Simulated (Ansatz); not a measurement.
The cluster K₃S₂. Total charge 0; doublet. Geometry r2SCAN-D4/def2-SVP, basis def2-TZVP, Ansatz.

Cartesian coordinates in Å:
```
K -1.8769 1.5841 1.6468
K -0.2320 -2.4798 -0.9558
K 2.4069 0.6454 -0.9525
S 0.3221 -0.2771 1.0550
S -0.6200 0.5274 -0.7935
```

```tsv
run	HOMO (eV)	LUMO (eV)
A	-2.07	-1.17
B	-1.98	-1.64
C	-3.05	-0.09
D	-1.72	-1.19
```

LC-ωPBE has ω = 0.4 bohr⁻¹. Another isomer (doublet) lies 0.09 eV lower at PBE0-D4/def2-TZVP; other spin states weren't run for this one.

HOMO and LUMO are taken over both spins.

The runs used LC-ωPBE, LDA (SPW92), PBE0, r2SCAN. Estimate which is which.

A PBE0 (25 % exact exchange); B LDA (SPW92) (0 % exact exchange); C LC-ωPBE (range-separated); D r2SCAN (0 % exact exchange). Exact exchange lowers occupied and raises empty levels; among semilocal functionals meta-GGAs tend to open the gap a little, and such runs are hard to tell apart. The gap grows from 0.34 eV (LDA (SPW92)) to 2.95 eV (LC-ωPBE).
